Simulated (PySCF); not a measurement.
# One molecule, several mistakes: AlBGeH6N

Calculated results; nothing here was measured. They come from PySCF 2.14.0, an open-source quantum chemistry program, on an isolated molecule that a program drew, which may never have been made. The molecule is AlBGeH6N (charge 0, doublet), drawn as the SMILES string `[BH][AlH][NH][GeH3]`.

Each row is a Hartree-Fock (HF) and frozen-core CCSD(T) single point in the cc-pV(D+d)Z basis, meant for a local HF minimum. Run 1 is clean. Each other run has one planted mistake out of seven kinds, and not every kind appears here: one electron removed, one electron added, multiplicity raised by two, geometry at a saddle point, minimal basis STO-3G, one bond length entered in bohr, all coordinates scaled. The reference is restricted for singlets and unrestricted otherwise, and also for a bond in bohr. Adding or removing an electron swaps singlet and doublet. Electrons count all cores. HOMO and LUMO are orbital energies over both spins, the gradient is its largest component, and the lowest frequency (negative if imaginary) is given only where the gradient is small. Bond lengths are over the 9 bonds as drawn. T1 is the CCSD diagnostic: over 0.02 (restricted) or 0.045 (unrestricted) a single reference is doubtful. Germanium has the cc-pVDZ-PP basis, with a core potential (ECP10MDF) in place of its 10 inner electrons, and its 3s, 3p and 3d shells are frozen in CCSD(T).

Geometry of the clean run:
```xyz
10
AlBGeH6N, angstrom
B    -2.0933   -1.8733    0.8995
Al   -0.1032   -1.8624    0.3436
N     0.4567   -0.7862   -0.9624
Ge   -0.4676    0.4190   -2.0002
H    -3.2334   -1.8978    1.2381
H     0.9439   -2.8023    1.0641
H     1.4365   -0.8210   -1.1932
H     0.0761    1.8419   -1.8155
H    -1.9310    0.3666   -1.5441
H    -0.3809    0.0514   -3.4875
```

```
run  electrons  basis functions  <S^2>  HOMO (eV)  LUMO (eV)  gradient (hartree/bohr)  lowest frequency (cm^-1)  mean bond (Å)  longest bond (Å)      T1  HF (hartree)  CCSD(T) (hartree)                          mistake
  1         63              104  0.759      -8.04       1.13                  1.3e-05                        86         1.5632             2.066  0.0144    -617.87904         -618.33922                         no fault
  2         63              104  1.604      -8.10       1.02                  8.7e-03                         -         1.7149             2.900  0.0417    -617.77666         -618.22568  one bond length entered in bohr
  3         63              104  0.759      -8.08       1.15                  2.8e-02                         -         1.5194             2.008  0.0136    -617.87139         -618.32787           all coordinates scaled
  4         63              104  3.762      -8.54      -0.99                  1.7e-02                         -         1.5632             2.066  0.0231    -617.77931         -618.22505       multiplicity raised by two
  5         62              104  0.000     -14.57      -6.11                  6.8e-02                         -         1.5632             2.066  0.0251    -617.62055         -618.07162                                ?
```

**Which mistake was planted in run 5, and what did it cost?**

It counts 62 electrons, one fewer than the clean run, at the same geometry and basis. So the mistake is: one electron removed. Subtracting run 1 and multiplying by 627.51 kcal/mol a hartree, the energy moved by 162.2 kcal/mol in HF and 167.9 kcal/mol in CCSD(T).

Cautions from the logs. Run 5: T1 is over the limit, so its CCSD(T) energy is less reliable.
